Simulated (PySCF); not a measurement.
Species: `CC#C[C@@H](C)/C(=C\F)SC`. The columns A, B, C and D hold Mulliken, IAO, Hirshfeld and ESP-fitted charges (e) of one PBE0/pcSseg-1 density (PySCF), in a shuffled order. Coordinates in Å (GFN2-xTB); the density's dipole moment is (1.20, 0.69, -0.31) D.

| atom | x | y | z | A | B | C | D |
| --- | --- | --- | --- | --- | --- | --- | --- |
| C1 | -3.587 | 1.065 | -0.940 | -0.184 | -0.435 | -0.098 | -0.554 |
| C2 | -2.436 | 0.501 | -0.271 | -0.348 | -0.049 | -0.056 | +0.291 |
| C3 | -1.492 | 0.030 | 0.298 | +0.152 | -0.076 | -0.069 | -0.552 |
| C4 | -0.329 | -0.546 | 0.956 | -0.292 | -0.111 | -0.013 | +0.469 |
| C5 | -0.390 | -2.078 | 0.924 | -0.171 | -0.407 | -0.117 | -0.543 |
| C6 | 0.939 | -0.045 | 0.300 | -0.407 | -0.151 | -0.035 | -0.223 |
| C7 | 1.199 | -0.141 | -0.999 | +0.340 | +0.086 | +0.009 | +0.130 |
| F8 | 0.322 | -0.700 | -1.860 | -0.280 | -0.272 | -0.080 | -0.181 |
| S9 | 2.059 | 0.666 | 1.455 | +0.081 | +0.169 | +0.029 | -0.147 |
| C10 | 3.489 | 1.172 | 0.463 | -0.407 | -0.512 | -0.115 | -0.336 |
| H11 | -4.259 | 1.518 | -0.211 | +0.144 | +0.169 | +0.058 | +0.165 |
| H12 | -3.266 | 1.828 | -1.649 | +0.145 | +0.170 | +0.059 | +0.182 |
| H13 | -4.122 | 0.285 | -1.480 | +0.145 | +0.170 | +0.059 | +0.181 |
| H14 | -0.316 | -0.211 | 2.001 | +0.145 | +0.163 | +0.046 | +0.081 |
| H15 | -0.420 | -2.431 | -0.104 | +0.130 | +0.155 | +0.037 | +0.184 |
| H16 | 0.484 | -2.496 | 1.419 | +0.116 | +0.144 | +0.039 | +0.122 |
| H17 | -1.286 | -2.422 | 1.435 | +0.121 | +0.148 | +0.044 | +0.157 |
| H18 | 2.089 | 0.191 | -1.509 | +0.089 | +0.149 | +0.049 | +0.126 |
| H19 | 3.945 | 0.303 | -0.002 | +0.157 | +0.157 | +0.047 | +0.126 |
| H20 | 3.182 | 1.902 | -0.279 | +0.159 | +0.158 | +0.048 | +0.128 |
| H21 | 4.185 | 1.626 | 1.163 | +0.164 | +0.176 | +0.059 | +0.195 |

Q: Which column most likely holds the ESP-fitted charges?

A: D. Σ q r misses the density's dipole by 0.07 D (D), 0.36 D (A), 0.76 D (C), 2.37 D (B). Charges fitted to the outside potential are the only set here that is tied to the molecule's multipoles.

Q: And the Hirshfeld charges?

A: C. The mean sizes are 0.055 e (C), 0.192 e (B), 0.199 e (A), 0.242 e (D), and Hirshfeld charges are commonly the smallest of these schemes.

As computed, A = Mulliken, B = IAO, C = Hirshfeld, D = ESP-fitted. Hydrogens on carbon: Mulliken +0.09 to +0.16, IAO +0.14 to +0.18, Hirshfeld +0.04 to +0.06, ESP-fitted +0.08 to +0.20 e.

The Mulliken scheme gives each basis function's population to the atom it is centred on and halves the overlap population of two atoms between them. The ESP scheme fits charges at the nuclei, held to the total charge, to the electrostatic potential on points at 1.4 to 2.0 times the van der Waals radii.

The structure is a single GFN2-xTB conformer in the gas phase; no vibrational or solvent corrections. GFN2-xTB frequencies show an imaginary mode (21i cm⁻¹), so this geometry is no minimum at that level.

The run behind these numbers computed NMR shieldings as well. On an Arm Neoverse V1 with one thread, shared host with 32 logical CPUs at a one-minute load of 20, this took 49 s of wall time and 1.1 GiB of memory at its peak.

The values belong to the conformer `[CH3:1][C:2]#[C:3][C@@H:4]([CH3:5])/[C:6](=[CH:7]\[F:8])[S:9][CH3:10]`: C3–C4–C6–C7 -54°, C4–C6–S9–C10 179°.
